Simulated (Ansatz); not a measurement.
A nudged elastic band was laid between two geometries of Cl3F3Mo + H2O (10 atoms, charge 0, multiplicity 1).

Method: RKS PBE/def2-SVP (Ansatz 0.2.0).

```
movable images  : 5
climbing image  : yes
spring          : 5.0 eV/Å²
optimiser       : quadratic models (default)
start path      : through a guess of the saddle point
force threshold : 0.05 eV/Å
iteration limit : 60
end points      : relaxed
```

Image 0:

```xyz
10
Properties=species:S:1:pos:R:3
Mo 0.383 -0.234 -0.313
Cl 0.389 0.642 1.790
F 2.216 -0.545 -0.233
F 0.756 1.451 -1.010
Cl -1.880 0.204 -0.580
Cl -0.040 -2.352 0.464
F 0.446 -0.887 -2.058
O -2.416 1.592 2.225
H -2.488 2.200 1.465
H -2.950 0.831 1.924
```

Image 6:

```xyz
10
Properties=species:S:1:pos:R:3
Mo -0.312 0.011 -0.503
Cl -0.159 0.849 3.888
F 1.212 0.111 0.546
F 0.276 1.606 -1.267
Cl -2.265 0.062 -1.760
Cl -0.730 -2.072 0.378
F 0.477 -0.828 -1.953
O -1.301 0.907 0.821
H -2.233 1.201 0.863
H -0.551 1.054 2.659
```

(1) What changes between the two ends?

(2) What energy profile does the band end with?

(3) What is the geometry of the highest image?

Results:

(1) Bonds broken: Mo1–Cl2, O8–H10. Bonds formed: Mo1–O8, Cl2–H10. Cl3F3Mo + H2O becomes Cl2F3HMoO + ClH.

(2) It converged. The highest image is number 5 of 0 to 6, 13.1 kcal/mol above the first end and 16.3 kcal/mol above the last; the last end lies 3.2 kcal/mol below the first. The profile has 2 maxima (images 3, 5) with wells between them (image 4): this band takes more than one step, which may be the mechanism or a detour left from its start path. A vibrational analysis at the climbing image gives one clearly imaginary mode, 571i cm⁻¹: a first-order saddle point. The orbitals stay closed-shell, which can raise the energy where a bond breaks towards radicals; this wasn't checked here.

```
image  path coordinate (Å)  energy (kcal/mol)  Mo1–Cl2 (Å)  O8–H10 (Å)  Mo1–O8 (Å)
    0                 0.00                0.0         2.28        0.98        4.20
    1                 1.20                0.3         2.28        0.98        4.17
    2                 2.39                7.2         2.32        0.98        3.67
    3                 3.59                7.9         2.38        0.98        2.53
    4                 4.79                3.4         2.49        1.00        2.24
    5                 5.99               13.1         2.86        1.30        2.03
    6                 8.13               -3.2         4.47        1.99        1.88
```

(3) 
```xyz
10
Properties=species:S:1:pos:R:3:forces:R:3
Mo -0.221 0.026 -0.093 0.02 0.02 0.00
Cl 0.419 0.798 2.589 0.00 0.00 -0.01
F 1.589 -0.302 0.192 -0.01 -0.01 -0.01
F 0.281 1.789 -0.388 -0.01 -0.01 0.00
Cl -2.150 0.266 -1.496 0.00 0.00 0.00
Cl -0.709 -2.025 0.782 0.00 0.00 0.01
F 0.304 -0.647 -1.742 0.00 0.00 0.01
O -1.686 0.778 1.085 -0.01 0.01 0.00
H -2.469 1.162 0.633 0.00 -0.02 -0.01
H -0.943 1.057 2.110 0.01 -0.01 0.01
```

The run took 14 min on 4 threads of Arm Neoverse V1 (shared host), peak memory 0.28 GiB.
